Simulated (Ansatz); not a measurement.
boron oxyfluoride (SMILES O=BF) moved off its minimum; all values from Ansatz (a program for electronic structure), cores frozen in correlated methods.
(charge 0, multiplicity 1)
```xyz
3

F     -0.0115    -0.0169    -1.2482
B     -0.0115    -0.0174     0.0080
O      0.0454    -0.0089     1.2343
```

```json
[
 {"level": "HF/def2-TZVPP", "largest force (eV/Å)": "4.04", "on atom": "B2", "rms difference from CCSD(T)/aug-cc-pVTZ (eV/Å)": "1.155", "dipole (D)": "2.68"},
 {"level": "PBE/def2-TZVPP", "largest force (eV/Å)": "2.71", "on atom": "B2", "rms difference from CCSD(T)/aug-cc-pVTZ (eV/Å)": "0.120", "dipole (D)": "2.25"},
 {"level": "r2SCAN/def2-TZVPP", "largest force (eV/Å)": "2.87", "on atom": "B2", "rms difference from CCSD(T)/aug-cc-pVTZ (eV/Å)": "0.220", "dipole (D)": "2.35"},
 {"level": "B3LYP/def2-TZVPP", "largest force (eV/Å)": "3.22", "on atom": "B2", "rms difference from CCSD(T)/aug-cc-pVTZ (eV/Å)": "0.346", "dipole (D)": "2.35"},
 {"level": "wB97M-V/def2-TZVPP", "largest force (eV/Å)": "3.34", "on atom": "B2", "rms difference from CCSD(T)/aug-cc-pVTZ (eV/Å)": "0.370", "dipole (D)": "2.40"},
 {"level": "MP2/aug-cc-pVTZ", "largest force (eV/Å)": "2.37", "on atom": "B2", "rms difference from CCSD(T)/aug-cc-pVTZ (eV/Å)": "0.157", "dipole (D)": "2.27"},
 {"level": "CCSD(T)/aug-cc-pVTZ", "largest force (eV/Å)": "2.64", "on atom": "B2", "rms difference from CCSD(T)/aug-cc-pVTZ (eV/Å)": "0.000", "dipole (D)": "2.30"}
]
```

The differences count from one level among others, with limits of its own. Forces at CCSD(T)/aug-cc-pVTZ (eV/Å):

```csv
atom,Fx,Fy,Fz
F1,-0.112,-0.017,-1.896
B2,0.261,0.041,2.627
O3,-0.149,-0.024,-0.731
```
